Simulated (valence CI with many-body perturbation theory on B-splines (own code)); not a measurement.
# Eu58+: key properties

Level of theory: valence CI with perturbative core correlation (CI+MBPT): three valence electrons over a frozen Dirac-Fock core [He], radial functions for each j: 9 s, 9 p, 8 d, 6 f, 3 g, 1 h, with the one-electron correlation potential Σ1 (screened to all orders), the two-electron term Σ2, the three-electron term Σ3, Breit, model QED; selected single and double excitations, second order for the rest, scaled by the run's own slope (own B-spline code, finite nucleus).

The last digits are not significant, and no measured levels were compared; by estimate large intervals hold to a few tenths of a per cent, small ones and those within an open d or f shell to about a per cent.

Levels are named by their leading jj configuration (3d3/2^4 stands for four electrons in 3d with j = 3/2), which in mixed levels can hold well under half, so a name can repeat and another be missing.

Rates and lifetimes use the calculated energies. Strong lines usually hold to 10 to 20 %, long lifetimes can be off by a factor of two.

What is the ground level?

(2s^2 2p1/2) J=1/2, composition 100 % 2s²2p ²P°, g = 0.631.

Name the longest-lived excited levels whose lifetime is computed, and their main decay.

(2s 2p1/2 2p3/2) J=5/2 at 889.6 eV lives 168 ps, mostly by E1 to (2s^2 2p3/2) J=3/2; (2s^2 2p3/2) J=3/2 at 708.2 eV lives 156 ps, mostly by E1 to (2s 2p1/2^2) J=1/2; (2s 2p1/2^2) J=1/2 at 207.6 eV lives 64.6 ps, mostly by E1 to (2s^2 2p1/2) J=1/2.

What is the ionisation energy?

13044 eV; NIST lists 13050 ± 6 eV (theoretical).

How well does LS coupling describe the low levels?

Among the lowest 20 levels the leading LS term, summed over configurations, holds 76 % on average. For single configurations the figures are 76 % in LS and 99 % in jj coupling. Terms mix most in the J = 3/2 level at 1168.2 eV, where the leading one holds 48 %.

What are the static dipole polarisabilities of the lowest levels?

(2s^2 2p1/2) J=1/2 0.000334 bohr³, of which the core gives 4.62e-07.

Among levels below 8094.2 eV, which E1 lines absorb most strongly from the ground level?

to (2s^2 3d3/2) J=3/2 at 0.1617 nm, f = 0.561; to (2s 2p1/2 3p1/2) J=3/2 at 0.1641 nm, f = 0.218; to (2s 2p1/2 3p3/2) J=3/2 at 0.1593 nm, f = 0.168.

Where does the other parity begin?

At (2s 2p1/2^2) J=1/2, 207.6 eV.
